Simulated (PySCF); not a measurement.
# Molecular orbitals of OsC

B97-3 at R = 1.644 Å; basis Os x2c-TZVPPall, C x2c-TZVPPall; spin-free X2C with a Gaussian nucleus; PySCF 2.14. State: triplet, unpaired electrons σ ↑, δ ↑, a mixture of terms (⟨Lz²⟩ = 5.4). Only the outer orbitals are listed, counted within each symmetry.

```
spin  orbital  occ.  ε (eV)  on Os (%)            main shells (%)
   α      14σ     1  -15.98         29            68 C s, 20 Os d
   α       8π     1   -9.05         69            68 Os d, 30 C p
   α       8π     1   -9.05         69            68 Os d, 30 C p
   α      15σ     1   -8.58         53    46 Os d, 26 C p, 21 C s
   α       4δ     1   -7.70        100                   100 Os d
   α       4δ     1   -7.09        100                   100 Os d
   α      16σ     1   -6.40         78            65 Os s, 20 C p
   α       9π     0   -1.71         65   48 Os p, 35 C p, 17 Os d
   α       9π     0   -1.71         65   48 Os p, 35 C p, 17 Os d
   α      17σ     0   -0.67         67   32 C p, 30 Os p, 22 Os d
   β      14σ     1  -16.08         26            71 C s, 18 Os d
   β       8π     1   -8.62         60            59 Os d, 38 C p
   β       8π     1   -8.62         60            59 Os d, 38 C p
   β      15σ     1   -7.97         39    37 Os d, 36 C p, 24 C s
   β       4δ     1   -6.26        100                   100 Os d
   β      16σ     0   -4.00         87  62 Os s, 13 Os p, 12 Os d
   β       4δ     0   -2.65        100                   100 Os d
   β       9π     0   -1.56         73   52 Os p, 27 C p, 21 Os d
```

Question: Which are the highest filled and the lowest empty level, where do they sit, and how wide is the gap?

Answer: Highest filled β 4δ at -6.26 eV (in %: 100 Os d); lowest empty β 16σ at -4.00 eV (in %: 62 Os s, 13 Os p, 12 Os d); the gap at B97-3 is 2.26 eV.

The bond order (Mayer) is 3.07. The ⟨S²⟩ is 2.021, the charge on Os (Mulliken, basis-dependent) is 0.27 and the charge on Os (Löwdin, basis-dependent) is 0.26. The dipole moment (positive dipole means Os(−)C(+)) is -2.98 D.

Spin–orbit coupling is left out. The state is the lowest single determinant that the PBE0 search found; with open d or f shells the true ground state can be another one.
